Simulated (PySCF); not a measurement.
C3H8N2Si, SMILES [Si@]1(C)(C=NC1)N.

Geometry optimised at PBE0-D3(BJ)/def2-SVP. The structure was generated by enumeration; whether it is a known compound was not checked. The values are those of a single conformer.

These are PySCF with B3LYP/def2-TZVP values and carry that method's errors.

The total energy comes out as -518.25228 hartree and the highest occupied level is -6.29 eV. The lowest empty level is -0.75 eV and the orbital gap is 5.54 eV. The dipole moment is 3.14 D, the quadrupole, principal values (traceless, Buckingham form, about the centre of nuclear charge) is -7.44, 1.93, 5.51 D·Å and the mean static polarisability is 72.1 bohr³ (10.68 Å³). The polarisability, principal values is 65.0, 70.6, 80.7 bohr³.
